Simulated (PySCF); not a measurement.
Ge(CF3)H3, CH3F3Ge.
Z-matrix (Å and degrees, PBE0-D3(BJ)/def2-SVP geometry), rows numbered from 1:
```
Ge
C   1  1.9961
F   2  1.3391  1  111.25
F   2  1.3390  1  111.72  3  -119.93
F   2  1.3393  1  111.68  3   119.92
H   1  1.5327  2  107.76  3  -178.61
H   1  1.5330  2  107.55  3    61.35
H   1  1.5330  2  107.34  3   -58.42
```

Computed with TDDFT CAM-B3LYP/def2-SVPD, vertical, gas phase, core orbitals frozen in the response in PySCF 2.14.0, density-fitted response routines. Relativistic effects, spin–orbit coupling among them, are left out although an element past zinc is present.

Broadening: Gaussians 0.3 eV wide at half height, area fixed by f = 4.319×10⁻⁹ ∫ε dν̃. The cross-section is σ = 3.8235×10⁻²¹ ε cm², given in Mb (10⁻¹⁸ cm²). The width is an assumption, not a result. The curve ends short of the highest state used, and states not computed would add to its high-energy end.

```csv
E (eV),σ (Mb)
8.27,0.00
8.33,0.01
8.40,0.07
8.46,0.20
8.52,0.47
8.59,0.96
8.65,1.40
8.71,1.68
8.78,1.71
8.84,1.81
8.90,3.08
8.97,9.81
9.03,26.73
9.09,61.97
9.15,117.94
9.22,192.69
9.28,234.47
9.34,231.88
9.41,176.09
9.47,111.04
9.53,56.84
9.60,19.97
9.66,6.49
9.72,1.71
9.79,0.28
9.85,0.10
9.91,0.32
9.98,1.91
10.04,7.09
10.10,21.20
```

Problem. Locate the maxima and give the states behind the curve.

Solution. 142 nm (8.75 eV), ε about 450, made up of S1 (91%) (hardly more than a shoulder); 133 nm (9.31 eV), ε about 63000, made up of S4 (41%), S7 (24%) and S8 (24%) (ε in L mol⁻¹ cm⁻¹; maxima over ε = 5, shares over 10%). At its high-energy end, 10.10 eV, the curve is still rising (ε about 5500, from S10, S11 and S12). The states used: S1 8.72 eV (f 0.0047); S2 8.97 eV (f 0.0009); S3 8.98 eV (f 0.0009); S4 9.27 eV (f 0.292); S5 9.28 eV (f 0.064); S6 9.30 eV (f 0.015); S7 9.34 eV (f 0.174); S8 9.34 eV (f 0.173); S9 9.59 eV (f 0.0000); S10 10.35 eV (f 0.227); S11 10.38 eV (f 0.168); S12 10.38 eV (f 0.168); S13 10.58 eV (f 0.0005); S14 10.70 eV (f 0.226); S15 10.70 eV (f 0.231).

Problem. Coming from long wavelengths, where does ε first pass 100 L mol⁻¹ cm⁻¹?

Solution. At about 146 nm (8.50 eV), 0.22 eV below S1.

Problem. What would ε be at 9.31 eV, the highest of these maxima, with half the width (0.15 eV)?

Solution. About 114000 L mol⁻¹ cm⁻¹ against 62600, a factor of about 1.8; a lone state at its own centre would give exactly 2.
